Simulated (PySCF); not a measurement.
The multiplicity is imposed and other spin states were not computed.

B3LYP has the VWN-RPA correlation part, as in Gaussian. 

Cartesian coordinates (Å):
```xyz
10

Pt    -0.2480     0.3607     0.1328
O     -2.2843    -1.0948     1.9614
C     -1.4966    -0.6247     1.2562
O     -1.3598     1.6448    -2.4662
C     -0.9102     1.1128    -1.5435
O      2.0406     1.9048     1.5531
C      1.2406     1.2794     1.0006
S      1.2879    -1.9153    -1.0028
H      1.3963    -2.5967     0.1633
H      0.2022    -2.6297    -1.3857
```
Charge 0, multiplicity 1.

Predict the HOMO, total energy, dipole moment, charge on the central atom (Mulliken) and LUMO from PySCF with B3LYP-D3(BJ)/def2-TZVP // TPSS-D3(BJ)/def2-SVP.


```
Quantity                                     Result
-------------------------------------  ------------
HOMO                                       -6.94 eV
total energy                           -859.0450 Ha
dipole moment                                2.71 D
charge on the central atom (Mulliken)        0.31 e
LUMO                                       -2.45 eV
```
